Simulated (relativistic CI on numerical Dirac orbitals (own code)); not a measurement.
Hyperfine structure of Se18+, mass number 77

Method of calculation: Dirac-Coulomb-Breit CI, separate exchange-only KLI orbitals for each configuration, model QED, unscaled Slater integrals (own radial code, finite nucleus).

Configurations in the expansion (outside the closed core [Ne]): 3s²3p⁴, 3s3p⁵, 3s²3p³3d, 3p⁶, 3s3p⁴3d, 3p⁵3d, 3s3p³3d², 3s²3p²3d4p, 3s²3p³4s, 3p⁵4s, 3s²3p³4p, 3p⁵4p, 3s3p³3d4s, 3s²3p²3d², 3s²3p3d³, 3s3p²3d³, 3s²3p3d²4s, 3s²3p3d²4p, 3p⁴3d², 3p³3d³, 3p³3d²4s, 3p³3d²4p. Double excitations out of closed p, d and f shells are left out; levels of such configurations are missing from the list, as are those of other unlisted configurations, and high levels can miss mixing partners.

Nuclear spin I = 1/2, μ = 0.53356 μN (tables of Stone and Pyykkö). The electronic factors are computed for point nuclear moments, without core polarisation or the Bohr-Weisskopf and QED corrections.

```csv
Level,E (cm⁻¹),A (MHz)
3s²3p⁴ ³P2,0,13120
3s²3p⁴ ³P1,57450,-1134
3s²3p⁴ ¹D2,93647,28570
3s3p⁵ ³P°2,486814,58750
3s3p⁵ ³P°1,519881,30510
3s²3p³3d ⁵D°2,636920,6176
3s²3p³3d ⁵D°3,637424,5183
3s²3p³3d ⁵D°1,639866,2099
```

Levels with J = 0, under 50 % of one LS term, or S terms without an open s electron are left out. Small factors come from cancelling terms and can be off by tens of per cent or more.

At this charge energies of transitions that change n are usually good to better than 1 %, and those within a shell (Δn = 0) to a few per cent.

(1) Give the hyperfine levels of 3s²3p⁴ ³P2 relative to its centre of gravity.

## Answers

(1) With K = F(F + 1) − I(I + 1) − J(J + 1), E = AK/2: F = 3/2: -19690, F = 5/2: 13120 MHz.

LS names give the leading component of a level, which can be under half, so a name can repeat, a term be missing and a line seem to break the LS rules.
